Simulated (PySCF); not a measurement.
2H-1,3-oxazine (C₄H₅NO), SMILES C1=COCN=C1.

The structure is a stationary point at B3LYP-D3(BJ)/def2-SVP. The geometry has at least one imaginary mode, so it is a saddle point at that level. Other conformers were not sampled.

Two levels are set side by side: TDA-PBE/def2-SVPD (PySCF) and TDA-M06-2X/def2-SVPD (PySCF). Vertical, same geometry. The lowest singlet is HOMO−1→LUMO 99 % with PBE and HOMO−1→LUMO 95 % with the other functional; states are paired by order. Differences are taken from unrounded values.

```tsv
quantity	TDA-M06-2X
lowest singlet excitation (eV)	4.55
lowest triplet excitation (TDA) (eV)	2.90
first bright state (f over 0.05) (eV)	4.61
its oscillator strength	0.10
```

Task: What does TDA-PBE give, and how far is it from TDA-M06-2X? (Estimate from the structure and the level; the computed values follow.)

Result: 
```csv
quantity,TDA-PBE,TDA-PBE minus TDA-M06-2X
lowest singlet excitation (eV),4.06,-0.49
lowest triplet excitation (TDA) (eV),2.59,-0.32
first bright state (f over 0.05) (eV),4.15,-0.47
its oscillator strength,0.08,-0.02
```

A lower first singlet is the usual sign of a functional without exact exchange. Differences between two approximate levels are no errors against the true value.

Rough cost on one machine, each run with all the roots and properties that it gave: TDA-M06-2X against TDA-PBE about 8 times.
